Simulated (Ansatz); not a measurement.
Harmonic frequencies (cm⁻¹) at PBE0-D4/def2-TZVP from Ansatz: 370, 413, 626, 747, 949, 1110, 1334, 1450, 1642, 3139, 3576, 3711.

Each molecule was computed in one conformer, which needn't be the lowest.

Q: Which molecule is it?
A. `N=[CH][Al]([F])[SH]`
B. `[SiH3]C(Cl)I`
C. `NC=[Se]`
D. `FC([SiH3])Cl`

A: C.
